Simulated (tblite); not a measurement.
C5H10B2F2S.
Atom-mapped SMILES: `[CH3:1][BH:2]/[C:3](=[CH:4]\[B:5]([F:6])[F:7])[S:8][CH2:9][CH3:10]` (hydrogens: H11, H12, H13 on C1; H14 on B2; H15 on C4; H16, H17 on C9; H18, H19, H20 on C10)

Computed with GFN2-xTB (tblite), gas phase: L-BFGS steps from a force-field or distance-geometry start until the largest atomic force falls under 0.01 eV/Å.

Step 99: E = -844.8128 eV
```
atom  x, y, z in Å  |  force x, y, z in eV/Å
C1     -2.5861   -1.0674   -0.7964   -0.006   0.000  -0.017
B2     -1.7700    0.2199   -1.1640   -0.011  -0.013   0.002
C3     -0.3795    0.4588   -0.4841    0.003   0.001  -0.011
C4     -0.2283    0.9392    0.7715   -0.013   0.049  -0.026
B5     -1.4292    1.3364    1.6191   -0.030   0.009   0.042
F6     -2.6776    1.3663    1.1554    0.049  -0.012   0.033
F7     -1.3307    1.6873    2.8969   -0.006   0.024  -0.041
S8      0.9472    0.0232   -1.5438    0.013  -0.004   0.010
C9      2.4785    0.2375   -0.5561   -0.019   0.010  -0.011
C10     2.6953   -0.9079    0.4146    0.006   0.010   0.000
H11    -3.6125   -1.0507   -1.1502   -0.007   0.013  -0.007
H12    -2.1062   -1.9377   -1.2469    0.017   0.003   0.006
H13    -2.5987   -1.2513    0.2767    0.030  -0.005  -0.027
H14    -2.1232    0.9686   -1.9912    0.002  -0.012   0.019
H15     0.7576    1.0899    1.1906   -0.014  -0.039   0.023
H16     3.2710    0.2718   -1.3034   -0.015  -0.010  -0.006
H17     2.4276    1.2047   -0.0580   -0.006  -0.006   0.006
H18     2.7850   -1.8460   -0.1287   -0.010   0.004   0.022
H19     1.8652   -0.9885    1.1129    0.007  -0.016  -0.013
H20     3.6093   -0.7434    0.9819    0.011  -0.007  -0.007
```

Step 100: E = -844.8132 eV
```
atom  x, y, z in Å  |  force x, y, z in eV/Å
C1     -2.5859   -1.0679   -0.7979   -0.002   0.005  -0.013
B2     -1.7699    0.2193   -1.1644    0.001   0.005   0.006
C3     -0.3805    0.4593   -0.4822    0.015  -0.010  -0.006
C4     -0.2280    0.9385    0.7737   -0.019   0.049  -0.034
B5     -1.4291    1.3367    1.6201   -0.022   0.017   0.048
F6     -2.6772    1.3634    1.1567    0.035  -0.012   0.033
F7     -1.3294    1.6942    2.8959   -0.012   0.022  -0.036
S8      0.9456    0.0230   -1.5424   -0.004  -0.007  -0.001
C9      2.4764    0.2372   -0.5562   -0.005   0.012  -0.001
C10     2.6953   -0.9079    0.4142    0.011  -0.007   0.005
H11    -3.6124   -1.0516   -1.1502   -0.014   0.014  -0.014
H12    -2.1055   -1.9374   -1.2487    0.019  -0.006  -0.002
H13    -2.5970   -1.2523    0.2748    0.027  -0.006  -0.013
H14    -2.1184    0.9691   -1.9928   -0.007  -0.018   0.019
H15     0.7572    1.0899    1.1942   -0.012  -0.043   0.012
H16     3.2676    0.2727   -1.3045   -0.003  -0.014  -0.010
H17     2.4256    1.2042   -0.0587   -0.006   0.003   0.015
H18     2.7829   -1.8463   -0.1297   -0.005   0.016   0.029
H19     1.8666   -0.9888    1.1142    0.007  -0.012  -0.015
H20     3.6108   -0.7445    0.9808   -0.004  -0.006  -0.023
```

Step 101: E = -844.8136 eV
```
atom  x, y, z in Å  |  force x, y, z in eV/Å
C1     -2.5857   -1.0684   -0.7999    0.004   0.006  -0.008
B2     -1.7697    0.2189   -1.1647    0.012   0.020   0.007
C3     -0.3812    0.4593   -0.4805    0.020  -0.014   0.000
C4     -0.2283    0.9387    0.7753   -0.018   0.039  -0.032
B5     -1.4290    1.3369    1.6215   -0.014   0.026   0.039
F6     -2.6770    1.3584    1.1585    0.019  -0.010   0.035
F7     -1.3278    1.7035    2.8945   -0.016   0.019  -0.027
S8      0.9444    0.0227   -1.5413   -0.021  -0.011  -0.008
C9      2.4744    0.2370   -0.5564    0.012   0.010   0.011
C10     2.6956   -0.9078    0.4140    0.014  -0.024   0.012
H11    -3.6126   -1.0522   -1.1507   -0.015   0.013  -0.018
H12    -2.1049   -1.9373   -1.2505    0.019  -0.012  -0.013
H13    -2.5948   -1.2536    0.2723    0.021  -0.007   0.001
H14    -2.1144    0.9702   -1.9932   -0.017  -0.021   0.016
H15     0.7564    1.0891    1.1979   -0.010  -0.042   0.000
H16     3.2641    0.2730   -1.3059    0.009  -0.014  -0.012
H17     2.4241    1.2038   -0.0588   -0.007   0.011   0.019
H18     2.7813   -1.8465   -0.1304    0.000   0.026   0.035
H19     1.8676   -0.9896    1.1151    0.012  -0.007  -0.017
H20     3.6123   -0.7454    0.9800   -0.024  -0.006  -0.039
```

Step 102: E = -844.8142 eV
```
atom  x, y, z in Å  |  force x, y, z in eV/Å
C1     -2.5855   -1.0689   -0.8028    0.010   0.000  -0.002
B2     -1.7694    0.2187   -1.1638    0.015   0.028   0.005
C3     -0.3815    0.4585   -0.4783    0.016  -0.011   0.007
C4     -0.2285    0.9400    0.7768   -0.011   0.018  -0.021
B5     -1.4286    1.3382    1.6238   -0.005   0.032   0.015
F6     -2.6768    1.3502    1.1620    0.002  -0.007   0.039
F7     -1.3260    1.7179    2.8925   -0.017   0.014  -0.018
S8      0.9428    0.0217   -1.5404   -0.035  -0.014  -0.006
C9      2.4721    0.2367   -0.5568    0.030   0.005   0.021
C10     2.6956   -0.9078    0.4137    0.014  -0.036   0.016
H11    -3.6129   -1.0529   -1.1522   -0.010   0.013  -0.019
H12    -2.1040   -1.9371   -1.2538    0.017  -0.014  -0.026
H13    -2.5920   -1.2567    0.2687    0.010  -0.005   0.014
H14    -2.1104    0.9727   -1.9910   -0.028  -0.019   0.009
H15     0.7557    1.0875    1.2015   -0.004  -0.034  -0.010
H16     3.2600    0.2722   -1.3080    0.022  -0.010  -0.009
H17     2.4228    1.2032   -0.0586   -0.009   0.015   0.016
H18     2.7817   -1.8465   -0.1310    0.004   0.029   0.036
H19     1.8672   -0.9917    1.1145    0.020  -0.001  -0.017
H20     3.6126   -0.7451    0.9802   -0.040  -0.005  -0.050
```

Problem. Estimate the geometry and energy of step 103. (The exact step hangs on the optimiser's Hessian estimate; all steps are aligned on step 102, rigid shifts and turns removed.)

Solution. E = -844.8148 eV, largest force 0.067 eV/Å
```
atom  x, y, z in Å  |  force x, y, z in eV/Å
C1     -2.5853   -1.0699   -0.8062    0.014  -0.010   0.001
B2     -1.7690    0.2191   -1.1610    0.007   0.022   0.000
C3     -0.3811    0.4566   -0.4759    0.000   0.000   0.010
C4     -0.2283    0.9424    0.7775    0.002  -0.005   0.001
B5     -1.4272    1.3408    1.6263    0.000   0.032  -0.013
F6     -2.6763    1.3394    1.1670   -0.012  -0.001   0.042
F7     -1.3237    1.7357    2.8899   -0.014   0.010  -0.012
S8      0.9410    0.0192   -1.5398   -0.035  -0.013   0.006
C9      2.4702    0.2360   -0.5571    0.038  -0.002   0.020
C10     2.6951   -0.9080    0.4137    0.009  -0.035   0.015
H11    -3.6130   -1.0531   -1.1553    0.003   0.013  -0.012
H12    -2.1031   -1.9369   -1.2591    0.014  -0.009  -0.035
H13    -2.5899   -1.2624    0.2645   -0.001   0.000   0.016
H14    -2.1083    0.9770   -1.9847   -0.038  -0.013   0.000
H15     0.7558    1.0863    1.2032    0.005  -0.020  -0.012
H16     3.2563    0.2703   -1.3103    0.031  -0.002  -0.001
H17     2.4215    1.2024   -0.0584   -0.010   0.013   0.005
H18     2.7864   -1.8459   -0.1313    0.005   0.021   0.032
H19     1.8640   -0.9959    1.1110    0.028   0.003  -0.015
H20     3.6098   -0.7425    0.9831   -0.045  -0.004  -0.049
```

The energy changes by -0.0006 eV. The first-order estimate −F·Δx gives -0.0009 eV and the mean of the old and new forces, exact on a quadratic surface, -0.0006 eV. The step makes an angle of 79° with the force vector and moves no atom by more than 0.018 Å.

What follows is the cost of the whole relaxation. Time: 2.4 s wall. Hardware: an Arm Neoverse N1 with one thread, no GPU, on a shared host.
